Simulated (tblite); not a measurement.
C7H8FN (charge +1 and doublet state).
Structure used (GFN2-xTB), in Å, numbered top down from 1:
```xyz
17
C7H8FN angstrom
C      2.6321   -0.3998    0.2526
C      1.1969   -0.1414    0.1008
C      0.6803    1.0949   -0.3352
C     -0.6648    1.3016   -0.4652
C     -1.5942    0.2617   -0.1602
N     -2.9010    0.4627   -0.2888
C     -1.0955   -0.9895    0.2812
C      0.2548   -1.1646    0.3998
F      0.7280   -2.3351    0.8088
H      3.2378    0.4526   -0.0390
H      2.9232   -1.2830   -0.3258
H      2.8588   -0.6752    1.2886
H      1.3721    1.8901   -0.5682
H     -1.0415    2.2558   -0.8005
H     -3.2639    1.3501   -0.6079
H     -3.5628   -0.2697   -0.0721
H     -1.7675   -1.7991    0.5213
```

Level: GFN2-xTB in tblite, geometry and Hessian alike; calculated harmonic values, unscaled, isolated species. Errors from tens to a few hundred cm⁻¹ against measured bands are possible. One conformer, not necessarily the lowest. Open shells enter through the occupations alone, without spin polarisation, and single modes of such species can be off by tens of per cent.

Harmonic wavenumbers (cm⁻¹): 77.9, 106.6, 196.5, 264.7, 277.0, 313.4, 391.6, 416.8, 482.0, 523.6, 526.3, 570.6, 576.1, 654.2, 724.9, 784.9, 808.5, 845.4, 916.8, 939.1, 949.1, 982.0, 988.3, 1132.6, 1180.8, 1212.8, 1248.4, 1329.0, 1347.7, 1363.9, 1365.4, 1410.8, 1416.0, 1447.2, 1481.5, 1517.8, 1593.2, 2929.0, 2969.1, 3073.0, 3097.7, 3106.8, 3107.8, 3409.5, 3465.7.

A = 3036, B = 1337, C = 933.2 MHz; mass 125.064 u (most abundant isotopes); point group Cs, symmetry number 1; spin multiplicity 2.

Problem. What is the zero-point energy?

Solution. ½Σν̃ = 28761 cm⁻¹ = 82.23 kcal/mol.

Problem. What is S at 200 K and 1 bar for an ideal gas of classical rigid rotors and harmonic oscillators?

Solution. Translation 38.43, rotation 27.64, vibration 12.18, spin (R ln 2) 1.38: S = 79.6 cal/(mol K).

Problem. And Cp and H(200 K) − H(0)?

Solution. Cp = 25.03 cal/(mol K), of which vibrations give 17.08 (their classical limit is 45 R = 89.4); H(200 K) − H(0) = 3.06 kcal/mol without the zero-point energy, 1.47 from vibrations.

Problem. How do the functions run with temperature in this model?

Solution. 
| T (K) | S (cal/(mol K)) | Cp (cal/(mol K)) | H − H(0) (kcal/mol) | G − H(0) (kcal/mol) | ln q(vib) |
| --- | --- | --- | --- | --- | --- |
| 50 | 57.6 | 10.6 | 0.44 | -2.44 | 0.16 |
| 100 | 66.2 | 14.9 | 1.07 | -5.55 | 0.76 |
| 298.15 | 91.5 | 35.2 | 6.02 | -21.27 | 4.36 |
| 373.15 | 100.2 | 42.4 | 8.93 | -28.46 | 5.94 |
| 500 | 114.1 | 52.6 | 14.98 | -42.06 | 8.73 |
| 750 | 138.2 | 66.1 | 29.97 | -73.68 | 14.21 |
| 1000 | 158.5 | 74.6 | 47.64 | -110.84 | 19.40 |

q(vib) and H(0) count from the zero-point level.

Problem. What must be added to the electronic energy to get the Gibbs energy at 200 K and 1 bar?

Solution. ZPE + [H(200 K) − H(0)] − T·S = 82.23 + 3.06 − 15.92 = 69.37 kcal/mol.

Hindered rotation and anharmonicity are outside this model. Other conformers, if any are populated, would add a mixing term that is left out.
